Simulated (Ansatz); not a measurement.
C2H5BOSe (`C[Se]B1CO1`), relaxed with RKS PBE-D4/def2-SVP in Ansatz 0.2.0 from a rough embedded geometry. The force threshold is 0.03 eV/Å; the program also tests the step.

The species carries charge 0 and has multiplicity 1.

Start:

```xyz
10

C     0.823   -0.363   -1.880
Se    0.808   -1.453   -0.317
B     0.074    0.056    0.789
C    -1.048    0.433    1.896
O     0.202    0.931    2.032
H     1.122   -0.932   -2.770
H     1.429    0.541   -1.750
H    -0.272    0.003   -2.080
H    -1.358   -0.395    2.587
H    -1.780    1.179    1.494
```

(1) By how much does the energy fall, and how many steps does the optimiser take? (Estimate.)

(2) Which bonds change most? (Estimate.)

(3) Give the relaxed structure. (An estimate is asked.)

Answers

(1) Ansatz gave: 1.97 eV, in 13 steps, 1 of them rejected.

(2) The calculation gave: B3–O5 from 1.526 to 1.351 Å; C4–O5 from 1.353 to 1.511 Å; Se2–B3 from 2.010 to 1.913 Å; B3–C4 from 1.621 to 1.528 Å.

(3) Computed: 
```xyz
10

C     0.632   -0.320   -1.839
Se    1.590   -0.782   -0.172
B     0.297   -0.124    1.075
C    -1.003    0.496    1.584
O     0.150   -0.017    2.414
H     1.021   -0.987   -2.631
H     0.829    0.733   -2.108
H    -0.451   -0.489   -1.707
H    -1.926   -0.098    1.716
H    -1.140    1.589    1.670
```
